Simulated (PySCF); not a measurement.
Si(H)2(NH2)(NMe2), C2H10N2Si, SMILES N([SiH2]N)(C)C (GFN2-xTB optimised geometry):

```
15

Si    -0.994    -0.221     0.000
N     -1.430     1.449     0.000
N      0.725    -0.221     0.000
C      1.465    -1.414    -0.311
C      1.477     0.679     0.838
H     -1.674    -0.755     1.190
H     -1.355    -1.010    -1.186
H     -2.409     1.668     0.078
H     -1.008     2.042    -0.697
H      2.409    -1.151    -0.799
H      0.887    -2.042    -0.984
H      1.701    -1.997     0.589
H      2.390     0.994     0.322
H      1.770     0.202     1.783
H      0.875     1.554     1.062
```

Level of theory: B3LYP/def2-TZVP run with PySCF.

Task: What are the frontier orbital energies and the dipole moment?

Result: HOMO-2 -9.26 eV, HOMO-1 -7.17 eV, HOMO -6.06 eV, LUMO 0.46 eV, LUMO+1 0.92 eV; dipole moment 0.73 D.

Meta-Löwdin charges at B3LYP/def2-TZVP: Si1 0.88, N2 -0.75, N3 -0.43, C4 -0.22, C5 -0.23, H6 -0.16, H7 -0.16, H8 0.23, H9 0.23, H10 0.10, H11 0.11, H12 0.09, H13 0.10, H14 0.09, H15 0.12.
